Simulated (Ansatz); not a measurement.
Species: CuF, net charge 0, singlet state. SMILES: [F][Cu]
Geometry from a B3LYP-D3(BJ)/def2-TZVP (Ansatz, a program for electronic structure) optimisation:
```xyz
2

Cu     0.0000     0.0000    -0.4195
F      0.0000     0.0000     1.3519
```

Task: Give the harmonic wavenumbers at B3LYP-D3(BJ)/def2-TZVP (Ansatz, finite differences of forces, unscaled).

Result: 586 cm⁻¹. Zero-point energy 0.8 kcal/mol.

Task: From these and the geometry, give the ideal-gas thermochemistry at 298.15 K and 1 atm (rigid rotor, harmonic oscillator).

Result: Point group C∞v, rotational symmetry number 1. Rotational constants 11.01, 11.01 GHz. S(trans) 39.15, S(rot) 14.58, S(vib) 0.47, S(elec, spin only) 0.00, S 54.2 cal/(mol K). H(298) - H(0) 2.18 kcal/mol; G - E(el) -13.1 kcal/mol.
